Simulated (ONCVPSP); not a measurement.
**Before and after: ONCV potential for Ti**

| Item | Value |
| --- | --- |
| Element | titanium (Ti) |
| Generator | ONCVPSP 4.0.1 |
| Type | optimised norm-conserving Vanderbilt (ONCV) |
| Functional | LDA (Perdew-Zunger) |
| Relativity | scalar-relativistic |
| Frozen core | [Ne] |
| Valence charge | 12 |
| Reference configuration | 3s2 3p6 3d2 4s1.5 4p0.5 |
| Partial waves | 3s+4s: rc 1.40 bohr, ncon 3, nbas 6, qcut 11.1 1/bohr, 2 projectors; 3p+4p: rc 2.25 bohr, ncon 4, nbas 8, qcut 7.1 1/bohr, 2 projectors; 3d: rc 1.30 bohr, ncon 4, nbas 9, qcut 13.7 1/bohr, 2 projectors, debl 0.5 Ha |
| Local potential | polynomial inside 0.90 bohr (lpopt 4, dvloc0 -1 Ha) |
| Core correction | Teter function, parameters optimised by the program |

All-electron outer shells of the reference configuration (LDA (Perdew-Zunger), scalar-relativistic, ld1.x):

| shell | level (eV) | outermost node (bohr) | outermost maximum (bohr) |
| --- | --- | --- | --- |
| 2s | -536.14 | 0.09 | 0.27 |
| 2p | -444.65 | – | 0.22 |
| 3s | -62.95 | 0.40 | 0.87 |
| 3p | -39.47 | 0.37 | 0.90 |
| 3d | -5.10 | – | 0.97 |
| 4s | -5.01 | 1.24 | 2.85 |
| 4p | -1.87 | 1.39 | 3.75 |

Change: d: qcut 10.

Cutoffs: the cutoffs (Ha) at which the residual kinetic energy of the hardest occupied pseudo-wave falls to 1 and 0.1 mHa per electron; they do not see the model core or the augmentation charge, which bear on the density cutoff. Errors are all-electron minus pseudo energies relative to the spin-unpolarised reference configuration.

Q: How do hardness, ghosts and transferability respond?

A: The potential gets softer (57 Ha and 68 Ha → 42 Ha and 49 Ha); of the 3 tests that both files solve, the error grows in 1 and shrinks in 0 by more than 15 % and 0.3 meV (median size 0.3 → 0.6 meV); neither file shows a bound ghost. The waves are optimised to have the least kinetic energy above qcut, so the cutoff follows it (qcut²/2 in Ha).

| quantity | base | changed |
| --- | --- | --- |
| cutoff, loose | 57 Ha | 42 Ha |
| cutoff, tight | 68 Ha | 49 Ha |
| loose cutoff by channel | s 32 Ha, p 16 Ha, d 57 Ha | s 32 Ha, p 16 Ha, d 42 Ha |
| bound ghosts | none | none |
| GHOST(+) flags under 300 eV | none | none |
| tests with a reliable result | 3 of 4 | 3 of 4 |
| error for 3s2 3p6 3d2 4s2 4p0, meV [ΔE -1.55 eV] | +0.1 | 0.0 |
| error for 3s2 3p6 3d2 4s1 4p0, meV [ΔE 5.99 eV] | -0.3 | -0.6 |
| error for 3s2 3p6 3d2 4s0 4p0, meV [ΔE 19.79 eV] | -0.5 | -6.0 |
| s: phases at 1.42 bohr within 0.05 rad from the reference energy up to (Ha; the scan ends near 5) | to the end of the scan | to the end of the scan |
| p: phases at 2.28 bohr within 0.05 rad from the reference energy up to (Ha; the scan ends near 5) | 4.3 | 4.3 |
| d: phases at 1.32 bohr within 0.05 rad from the reference energy up to (Ha; the scan ends near 5) | to the end of the scan | to the end of the scan |
| rms error of d²Exc/dni dnj with the model core, mHa | 0.34 | 0.36 |
